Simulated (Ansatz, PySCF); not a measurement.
H3ClSi, charge -1, doublet, at the geometry of the source list (a state made from the parent by changing its charge; the spin is typed, not shown lowest) (a gas-phase anion, which may not be bound at this level). Base run: CASSCF(3,5)/STO-3G run with PySCF.

The PySCF input:
```python
from pyscf import gto, scf, mcscf
import numpy

mol = gto.Mole()
mol.atom = '''
    Si   -0.13090000   -0.00340000   -0.00720000
    Cl    1.87700000    0.05300000    0.07000000
    H    -0.51890000   -0.98540000   -1.01310000
    H    -0.60640000    1.32800000   -0.36020000
    H    -0.62080000   -0.39220000    1.31050000
'''
mol.basis = 'sto-3g'
mol.charge = -1
mol.spin = 1
mol.verbose = 3
mol.build()

mf = scf.ROHF(mol)
mf.kernel()
mc = mcscf.CASSCF(mf, 5, 3)
mc.fix_spin_(ss=0.75)
mc.kernel()
occ = numpy.linalg.eigvalsh(mc.fcisolver.make_rdm1(mc.ci, mc.ncas, mc.nelecas))[::-1]
ss = mc.fcisolver.spin_square(mc.ci, mc.ncas, mc.nelecas)[0]
print('natural occupations', occ.round(4), ' <S^2>', round(ss, 4))
```

Programs used: Ansatz (a quantum-chemistry and plane-wave program), PySCF; a row that names a program was run with it.

Each row names what was changed in the base input (with any setting that the change needs).

```
change                                                ΔE vs base (mEh)                      natural occupations  <S^2> of the state        outcome
----------------------------------------------------  ----------------  ---------------------------------------  ------------------  -------------
base                                                             0.000                 1.98 1.00 0.02 0.00 0.00                0.75      converged
state_average = 2 states                                         3.030                                        -                   -      converged
active space = 3 electrons, 3 orbitals                           0.636                           1.98 1.00 0.02                0.75      converged
code = ansatz                                                   -0.014                                        -                   -      converged
active space = 7 electrons, 7 orbitals                               -                                        -                   -  not converged
active space = 3 electrons, 4 orbitals                           0.442                      1.98 1.00 0.02 0.00                0.75      converged
active space = 9 electrons, 8 orbitals                         -36.293  2.00 1.98 1.97 1.97 1.00 0.03 0.02 0.02                0.75      converged
conv_tol = 1e-5                                                  0.000                 1.98 1.00 0.02 0.00 0.00                0.75      converged
solver = newton                                                      -                                        -                   -  not converged
code = ansatz; correction = SC-NEVPT2, all electrons           -23.825                                        -                   -      converged
correction = SC-NEVPT2                                         -23.823                 1.98 1.00 0.02 0.00 0.00                0.75      converged
```

Active orbitals are taken around the Fermi level unless the row says otherwise; CASSCF can end in different local minima, and two programs can end on different orbitals. State-averaged rows give the lowest state.

Open shells are given as the SCF converged; they aren't shown to be the lowest states, and a large step between rows can be another state.

A gas-phase anion may not be bound at this level; its values then depend on the basis.
